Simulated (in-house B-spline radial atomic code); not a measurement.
Ru is squeezed into an impenetrable sphere of radius R (the orbitals vanish at R). All numbers are computed (scalar-relativistic (X2C) Hartree-Fock, spin-polarised, averaged over the determinants with the given up and down occupations; Fermi nucleus of rms radius 4.4809 fm) with an all-electron radial atomic-structure program (B-spline basis), not measured.

Energies in eV above the free atom in [Kr] 4d7 5s1:

| R (bohr) | highest level (eV) | [Kr] 4d7 5s1 | [Kr] 4d6 4f1 5s1 | [Kr] 4d7 5f1 |
| --- | --- | --- | --- | --- |
| 8.22 | -6.41 | 0.09802 | 10.45 | 20.54 |
| 6.87 | -6.15 | 0.3941 | 13.25 | 27.02 |
| 4.79 | -3.41 | 3.934 | 24.13 | 48.11 |
| 4.52 | -2.33 | 5.487 | 27.15 | 53.24 |
| 3.48 | 7.85 | 22.55 | 51.71 | 89.47 |
| 3.02 | 19.9 | 46.38 | 80.22 | 125.5 |
| 2.58 | 43.9 | 101 | 140.4 | 193.8 |
| 2.2 | 87.3 | 217.4 | 262.6 | 321.9 |
| 1.98 | 132 | 356 | 404.9 | 465.1 |
| 1.56 | 310 | 1028 | 1081 | 1126 |

Question: Does [Kr] 4d6 4f1 5s1 fall below [Kr] 4d7 5s1 under compression?

Answer: No, it stays above over the whole range.

Question: Does [Kr] 4d7 5f1 fall below [Kr] 4d7 5s1 under compression?

Answer: No, it stays above over the whole range.

The highest level is first positive in the row R = 3.48 bohr, pushed up by confinement above the zero of the free ion's potential. Each configuration is held fixed and needn't be the lowest in the sphere.
